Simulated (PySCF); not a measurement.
Mg(OMe)(SiH3) (CH6MgOSi), SMILES C[O][Mg][SiH3].

Coordinates come from a B3LYP-D3(BJ)/def2-SVP optimisation. The values are those of a single conformer.

Method: PySCF with r2SCAN/def2-TZVP.

Isolated molecule, no solvent.

Computed frontier levels, gap, dipole moment and polarisability:
- highest occupied level: -5.92 eV
- lowest empty level: -1.21 eV
- orbital gap: 4.71 eV
- dipole moment: 0.41 D
- quadrupole, principal values (traceless, Buckingham form, about the centre of nuclear charge): -11.47, 5.73, 5.73 D·Å
- mean static polarisability: 79.3 bohr³ (11.75 Å³)
- polarisability, principal values: 67.2, 67.2, 103.5 bohr³
